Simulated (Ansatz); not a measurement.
`O[AsH][GeH3]` + HBr → `[GeH3][Br]` + `O[AsH2]` at 700 K and 1 bar (cleavage of the Ge–As bond).

Program: Ansatz. Geometries: PBE0-D4/def2-TZVP. ΔE: electronic, gas phase. CCSD(T)/CBS is the MP2 limit (def2-TZVPP, def2-QZVPP) plus CCSD(T) − MP2 in def2-TZVPP, frozen cores. For As, Br, Ge outer-core shells are correlated without core-valence functions, which leaves a few kJ/mol of doubt a bond. Scalar relativity is left out up to krypton. Each species was taken in one conformer, which may not be the lowest.

```tsv
species	CCSD(T)/CBS energy (Eh)	H − E (kJ/mol)	S (J/(mol·K))
`O[AsH][GeH3]`	-4389.29663	185.5	439.5
HBr	-2573.91920	36.5	223.7
`[GeH3][Br]`	-4651.26096	104.1	334.4
`O[AsH2]`	-2311.97217	115.9	321.3
```

H − E and S are ideal-gas, rigid-rotor, harmonic terms from PBE0-D4/def2-TZVP, for one conformer and one mirror image of each species. 1 Eh = 2625.50 kJ/mol, R = 8.31446 J/(mol·K).

**Question.** By hand: ΔE, ΔH, ΔS and ΔG.

**Answer.** ΔE = (-4651.26096) + (-2311.97217) − (-4389.29663) − (-2573.91920) = -0.01730 Eh = -45.4 kJ/mol. Δ(H − E) = 104.1 + 115.9 − 185.5 − 36.5 = -2.0, so ΔH = -47.4 kJ/mol. ΔS = 334.4 + 321.3 − 439.5 − 223.7 = -7.5 J/(mol·K). ΔG = -47.4 − 700 × (-7.5)/1000 = -42.1 kJ/mol.

**Question.** By hand: the equilibrium constant, and the temperature at which ΔG would vanish if ΔH and ΔS stayed fixed.

**Answer.** log₁₀ K = −ΔG/(RT ln 10) = 3.1. ΔG = 0 at ΔH/ΔS = 6320 K, far beyond where these terms or the molecules hold.

The number of gas molecules stays the same, so ΔS is small and ΔH decides. A doubt of 5 kJ/mol in ΔE shifts log₁₀ K by 0.4 here. Other conformers and mirror images would add mixing entropy, several J/(mol·K) or more a flexible species. These are equilibria of isolated gas molecules and say nothing of rates. Largest T1 diagnostic: 0.012 (customary marks: 0.02 for closed shells, 0.045 for open ones).
